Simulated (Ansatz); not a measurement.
Mulliken charges of C2H6SSi (`[SiH3]CC=S`) from ωB97M-V/def2-TZVPP in Ansatz (PBE0-D4/def2-TZVP geometry).

```csv
atom,x (Å),y (Å),z (Å),charge (e)
Si1,-1.099,0.711,-0.139,0.181
C2,0.235,-0.392,0.648,-0.263
C3,1.253,-0.719,-0.362,-0.100
S4,2.658,0.044,-0.583,-0.160
H5,-0.492,2.006,-0.531,-0.005
H6,-2.183,0.929,0.853,-0.021
H7,-1.657,0.035,-1.338,-0.019
H8,-0.275,-1.292,1.008,0.124
H9,0.663,0.161,1.487,0.121
H10,0.981,-1.535,-1.038,0.142
```

Task: By hand: the dipole of these point charges (1 e Å = 4.8032 D).

Result: Σ q r = (-0.546, -0.092, 0.102) e Å, of length 0.563 e Å = 2.70 D.

Task: How does the dipole of the full density compare? (Best estimate.)

Result: Ansatz gave: (-0.458, -0.185, 0.175) e Å, 2.52 D; the point charges give 1.07 times that, at 15° from its direction.

Point charges leave out the atoms' own dipoles, such as those of lone pairs, and Mulliken's split depends on the basis, so the close match here is no proof of good charges.
